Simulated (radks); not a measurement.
Sm I, configuration [Xe] 4f6 6s2.

All-electron calculation, scalar-relativistic Kohn-Sham, LDA (Slater exchange, Perdew-Wang correlation), spin-polarised, spherical densities, finite nucleus; open shells are filled with parallel spins first (spin-orbit coupling, left out, can overturn this in heavy ions); Fermi nuclear charge, rms radius 5.0819 fm; hard spherical wall at 12 bohr. Program: a radial shooting solver on a logarithmic mesh with Libxc functionals.

Energy parts (eV):
part                      energy
total                 -283529.76
kinetic                302961.34
electron-nucleus      -690429.88
Hartree                110150.43
exchange-correlation    -6211.64

Orbitals (lengths in bohr, moments of r in powers of bohr; r(max) is where P^2 peaks):
orbital,occ.,eigenvalue (eV),<r>,r(max),<r^4>
1s up,1,-46626.20,0.02276,0.01451,1.321e-06
1s down,1,-46626.20,0.02276,0.01451,1.321e-06
2s up,1,-7619.643,0.09708,0.08222,0.0002126
2s down,1,-7619.579,0.09708,0.08222,0.0002126
2p up,3,-6800.822,0.08550,0.06636,0.0001574
2p down,3,-6800.777,0.08550,0.06636,0.0001574
3s up,1,-1668.891,0.2553,0.2339,0.008376
3s down,1,-1666.976,0.2552,0.2339,0.008352
3p up,3,-1412.811,0.2536,0.2292,0.008753
3p down,3,-1410.913,0.2534,0.2291,0.008722
3d up,5,-1064.857,0.2312,0.1876,0.007062
3d down,5,-1063.370,0.2309,0.1875,0.007025
4s up,1,-332.3082,0.5797,0.5396,0.2096
4s down,1,-327.7577,0.5796,0.5394,0.2096
4p up,3,-248.1013,0.6138,0.5631,0.2754
4p down,3,-243.5675,0.6138,0.5628,0.2758
4d up,5,-129.8752,0.6712,0.5876,0.4472
4d down,5,-125.3964,0.6720,0.5873,0.4518
4f up,6,-3.7699,0.9934,0.6130,6.844
4f down,0,-0.0111,1.153,0.6166,30.94
5s up,1,-44.2098,1.403,1.255,7.322
5s down,1,-41.6397,1.423,1.266,7.818
5p up,3,-23.9546,1.651,1.426,15.23
5p down,3,-22.0041,1.689,1.446,16.91
5d up,0,-2.0149,3.145,2.152,309.5
5d down,0,-1.4416,3.471,2.309,448.7
6s up,1,-3.7815,4.195,3.569,606.7
6s down,1,-3.5397,4.317,3.681,674.7
6p up,0,-1.1916,5.466,4.830,1556
6p down,0,-1.0837,5.584,4.983,1665
7s up,0,1.1495,7.220,8.009,4248
7s down,0,1.2531,7.222,8.090,4304

The highest occupied level is 6s down at -3.540 eV. The electron density at the nucleus is 5.545e+05 e/bohr^3 (large components only). The spin density at the nucleus is 1.32 e/bohr^3 (1s 0.01, 2s -0.85, 3s -9.94, 4s 0.17, 5s 10.22, 6s 1.70).
